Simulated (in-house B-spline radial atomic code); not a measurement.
Results of a calculation; reference values are marked as such.
Making a Troullier-Martins s channel for Rh, r_c = 1.14 bohr

Rh, [Kr] 4d8 5s1, non-relativistic PBE, spherical and spin-unpolarised, from an all-electron radial atomic-structure program (B-spline basis) (atomic units). The all-electron 4s level is ε = -2.825245 hartree, its outermost node lies just inside 0.49 bohr and its outer maximum at 0.91 bohr.

Inside r_c the pseudo-orbital is u(r) = r^1 exp(p(r)), with p = c0 + c2 r² + c4 r⁴ + … + c12 r¹². The seven coefficients follow from p and its first four derivatives at r_c, from zero curvature of the screened potential at the origin, c4 = −c2²/(2l + 5), and from the norm inside r_c. At r_c the all-electron orbital has P = 1.003509, P' = -1.110878, the screened potential V = -3.719839, V' = 8.35346, V'' = -23.56797, and the norm inside is Q = 0.6803334.

**Question.** What are p, p' and p'' at r_c?

**Answer.** p = ln(P/r_c^1) = ln(1.003509/1.14) = -0.12753. p' = P'/P − 1/r_c = -1.10699 − 0.87719 = -1.98419. The radial equation gives p'' = 2(V − ε) − 2(1) p'/r_c − p'² = -1.78919 − (-3.48103) − 3.93699 = -2.24515. Differentiating, p''' = 2V' + 2(1)p'/r_c² − 2(1)p''/r_c − 2p'p'' = 8.6826, and p'''' = 2V'' − 4(1)p'/r_c³ + 4(1)p''/r_c² − 2(1)p'''/r_c − 2p''² − 2p'p''' = -39.547.

For a trial c2 the five matching conditions are linear in c0, c6, c8, c10 and c12, and c2 is varied until the norm inside r_c equals Q. The root nearest zero gives:

```
 n         c_n
 0  -0.3737493
 2    2.305133
 4   -1.062727
 6   -3.271311
 8    4.073338
10   -1.858155
12   0.3102711
```

**Question.** Check c4 and p(r_c), and find the screened pseudopotential at the origin.

**Answer.** −c2²/5 = -1.06273, as listed. The terms c_n r_c^n are -0.37375, 2.99575, -1.79490, -7.18044, 11.61955, -6.88859, 1.49486, which sum to -0.12753. Inverting the radial equation, V_l(r) = ε + 1 p'/r + (p'' + p'²)/2, so V_l(0) = ε + (2l + 3) c2 = -2.825245 + 3 × (2.30513) = 4.0902 hartree, finite where the all-electron potential diverges.

Orbitals and screened potentials:

```
r (bohr)        P        u  V all-electron  V pseudo
   0.114   0.3904  0.08082          -252.4     4.075
   0.285   -0.626   0.2345          -62.24     3.548
   0.456  -0.1272   0.4732           -26.8      1.07
   0.627   0.6909   0.8054          -14.25    -3.581
   0.798    1.104    1.093          -8.651    -6.909
   0.969    1.149    1.147          -5.564     -5.87
    1.14    1.004    1.004           -3.72     -3.72
```

Logarithmic derivatives P'/P at R = 1.44 bohr, for energies E around ε:

```
E − ε (hartree)  all-electron     pseudo
           -0.5      -0.21273  -0.215844
          -0.25     -0.830116  -0.831288
           -0.1      -1.31053   -1.31078
              0      -1.69762   -1.69761
            0.1      -2.15704   -2.15742
           0.25      -3.03843   -3.04189
            0.5      -5.45661   -5.48705
```

**Question.** With P(R) = 0.6504432 and a norm of 0.8883192 inside R, what slope in energy does norm conservation fix?

**Answer.** d(P'/P)/dE = −2 × (norm inside R)/P(R)² = -4.1993 per hartree·bohr at E = ε, for both atoms, since orbital and norm agree at R. Differences over ±0.1 hartree give -4.2325 (all-electron) and -4.2332 (pseudo), which also hold third-order terms. Half a hartree below ε the two curves differ by -0.0031.
